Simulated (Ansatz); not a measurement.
`O[SiH2]F` + `[OH][GeH3]` → `O[SiH2][O][GeH3]` + H–F at 500 K and 1 bar (ligand exchange at the Si–F bond).

Computed with Ansatz on PBE0-D4/def2-TZVP structures; ΔE is electronic, products minus reactants. CBS: MP2 limit from def2 TZ/QZ plus the TZ coupled-cluster correction, frozen cores. This one scheme is used for every species. For Ge outer-core shells are correlated without core-valence functions, which leaves a few kJ/mol of doubt a bond. Scalar relativity is left out up to krypton. Each species was taken in one conformer, which may not be the lowest.

```tsv
species	CCSD(T)/CBS energy (Eh)	H − E (kJ/mol)	S (J/(mol·K))
`O[SiH2]F`	-465.96250	118.8	315.1
`[OH][GeH3]`	-2153.69723	124.0	309.0
`O[SiH2][O][GeH3]`	-2519.25526	204.5	429.5
H–F	-100.39570	39.4	188.7
```

H − E and S are ideal-gas, rigid-rotor, harmonic terms from PBE0-D4/def2-TZVP, for one conformer and one mirror image of each species. 1 Eh = 2625.50 kJ/mol, R = 8.31446 J/(mol·K).

By hand: ΔE, ΔH, ΔS and ΔG.

ΔE = (-2519.25526) + (-100.39570) − (-465.96250) − (-2153.69723) = 0.00877 Eh = 23.0 kJ/mol. Δ(H − E) = 204.5 + 39.4 − 118.8 − 124.0 = 1.1, so ΔH = 24.1 kJ/mol. ΔS = 429.5 + 188.7 − 315.1 − 309.0 = -5.9 J/(mol·K). ΔG = 24.1 − 500 × (-5.9)/1000 = 27.1 kJ/mol.

By hand: the equilibrium constant, and the temperature at which ΔG would vanish if ΔH and ΔS stayed fixed.

log₁₀ K = −ΔG/(RT ln 10) = -2.8. ΔH and −TΔS have one sign here, so there is no such temperature.

The number of gas molecules stays the same, so ΔS is small and ΔH decides. A doubt of 5 kJ/mol in ΔE shifts log₁₀ K by 0.5 here. Other conformers and mirror images would add mixing entropy, several J/(mol·K) or more a flexible species. Modes under 60 cm⁻¹, often nearly free rotors, make the harmonic entropy too high. These are equilibria of isolated gas molecules and say nothing of rates. Largest T1 diagnostic: 0.012 (customary marks: 0.02 for closed shells, 0.045 for open ones).

ΔS is within the doubt of such terms, so its sign, and with it that verdict, could turn.
